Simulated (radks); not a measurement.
Initial-state core-level shifts of neutral sulfur when its valence configuration changes from [Ne] 3s2 3p4. Method: scalar-relativistic Kohn-Sham, PBE, spin-polarised, spherical densities, point nucleus; open shells are filled with parallel spins first; computed with a radial shooting solver on a logarithmic mesh with Libxc functionals. Shifts are changes of the shell-averaged eigenvalues in eV (positive: less bound).

| valence | 1s | 2s | 2p |
|---|---|---|---|
| 3s1 3p5 | -1.529 | -1.498 | -1.484 |
| 3p6 | -3.067 | -2.996 | -2.969 |
| 3s1.5 3p4.5 | -0.767 | -0.751 | -0.744 |
| 3s0.5 3p5.5 | -2.347 | -2.290 | -2.270 |
